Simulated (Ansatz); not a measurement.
`C[O][Ge][Cl]` + NH₃ → `C[O][Ge][NH2]` + HCl at 400 K and 1 bar (ligand exchange at a Ge–Cl bond).

Isolated molecules relaxed with PBE0-D4/def2-TZVP in Ansatz; ΔE leaves out vibrations. CCSD(T)/CBS is the MP2 limit (def2-TZVPP, def2-QZVPP) plus CCSD(T) − MP2 in def2-TZVPP, frozen cores. This one scheme is used for every species. For Ge outer-core shells are correlated without core-valence functions, which leaves a few kJ/mol of doubt a bond. Scalar relativity is left out up to krypton. Each species was taken in one conformer, which may not be the lowest.

```csv
species,CCSD(T)/CBS energy (Eh),H − E (kJ/mol),S (J/(mol·K))
`C[O][Ge][Cl]`,-2650.97453,139.2,359.7
NH₃,-56.50880,104.2,203.1
`C[O][Ge][NH2]`,-2247.07620,205.7,360.0
HCl,-460.38127,29.6,195.4
```

H − E and S are ideal-gas, rigid-rotor, harmonic terms from PBE0-D4/def2-TZVP, for one conformer and one mirror image of each species. 1 Eh = 2625.50 kJ/mol, R = 8.31446 J/(mol·K).

By hand: ΔE, ΔH, ΔS and ΔG.

ΔE = (-2247.07620) + (-460.38127) − (-2650.97453) − (-56.50880) = 0.02586 Eh = 67.9 kJ/mol. Δ(H − E) = 205.7 + 29.6 − 139.2 − 104.2 = -8.1, so ΔH = 59.8 kJ/mol. ΔS = 360.0 + 195.4 − 359.7 − 203.1 = -7.4 J/(mol·K). ΔG = 59.8 − 400 × (-7.4)/1000 = 62.8 kJ/mol.

By hand: the equilibrium constant, and the temperature at which ΔG would vanish if ΔH and ΔS stayed fixed.

log₁₀ K = −ΔG/(RT ln 10) = -8.2. ΔH and −TΔS have one sign here, so there is no such temperature.

The number of gas molecules stays the same, so ΔS is small and ΔH decides. A doubt of 5 kJ/mol in ΔE shifts log₁₀ K by 0.7 here. Other conformers and mirror images would add mixing entropy, several J/(mol·K) or more a flexible species. These are equilibria of isolated gas molecules and say nothing of rates. Largest T1 diagnostic: 0.015 (customary marks: 0.02 for closed shells, 0.045 for open ones).

ΔS is within the doubt of such terms, so its sign, and with it that verdict, could turn.
